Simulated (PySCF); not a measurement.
**Orbital picture of LiSb**

PBE at R = 2.629 Å; PySCF, scalar-relativistic core potentials, basis sets Li aug-cc-pVDZ, Sb aug-cc-pVDZ-PP with ECP28. State: ³Σ⁻ (triplet), unpaired electrons π ↑↑. Only the outer orbitals are listed, counted within each symmetry, core potentials removing the inner ones.

```json
{"spin": "α", "orbital": "5σ", "occ.": "1", "ε (eV)": "-12.02", "on Li (%)": "10", "main shells (%)": "90 Sb s"}
{"spin": "α", "orbital": "6σ", "occ.": "1", "ε (eV)": "-4.44", "on Li (%)": "32", "main shells (%)": "68 Sb p, 25 Li s"}
{"spin": "α", "orbital": "3π", "occ.": "1", "ε (eV)": "-4.40", "on Li (%)": "5", "main shells (%)": "94 Sb p"}
{"spin": "α", "orbital": "3π", "occ.": "1", "ε (eV)": "-4.40", "on Li (%)": "5", "main shells (%)": "94 Sb p"}
{"spin": "α", "orbital": "7σ", "occ.": "0", "ε (eV)": "-2.03", "on Li (%)": "83", "main shells (%)": "51 Li s, 32 Li p, 10 Sb s"}
{"spin": "α", "orbital": "4π", "occ.": "0", "ε (eV)": "-0.68", "on Li (%)": "101", "main shells (%)": "101 Li p"}
{"spin": "α", "orbital": "4π", "occ.": "0", "ε (eV)": "-0.68", "on Li (%)": "101", "main shells (%)": "101 Li p"}
{"spin": "β", "orbital": "5σ", "occ.": "1", "ε (eV)": "-10.89", "on Li (%)": "12", "main shells (%)": "89 Sb s"}
{"spin": "β", "orbital": "6σ", "occ.": "1", "ε (eV)": "-3.93", "on Li (%)": "43", "main shells (%)": "58 Sb p, 36 Li s"}
{"spin": "β", "orbital": "3π", "occ.": "0", "ε (eV)": "-2.99", "on Li (%)": "15", "main shells (%)": "86 Sb p, 12 Li p"}
{"spin": "β", "orbital": "3π", "occ.": "0", "ε (eV)": "-2.99", "on Li (%)": "15", "main shells (%)": "86 Sb p, 12 Li p"}
{"spin": "β", "orbital": "7σ", "occ.": "0", "ε (eV)": "-2.00", "on Li (%)": "81", "main shells (%)": "41 Li p, 39 Li s, 10 Sb s"}
```

Question: Which are the highest filled and the lowest empty level, where do they sit, and how wide is the gap?

Answer: Highest filled β 6σ at -3.93 eV (in %: 58 Sb p, 36 Li s); lowest empty β 3π at -2.99 eV (in %: 86 Sb p, 12 Li p); the gap at PBE is 0.94 eV.

The bond order (Mayer) is 1.23 and the ⟨S²⟩ is 2.006. The charge on Li (Mulliken, basis-dependent) is -0.05. The charge on Li (Löwdin, basis-dependent) is 0.20, the dipole moment (positive dipole means Li(−)Sb(+)) is -5.96 D and the polarisability along the bond is 144.8 bohr³. The polarisability across the bond is 84.0 bohr³.

Shares are Mulliken populations and can fall outside 0 to 100 %.

Spin–orbit coupling is left out. The state is the lowest determinant that a PBE0 search found; another state may lie lower at other levels.
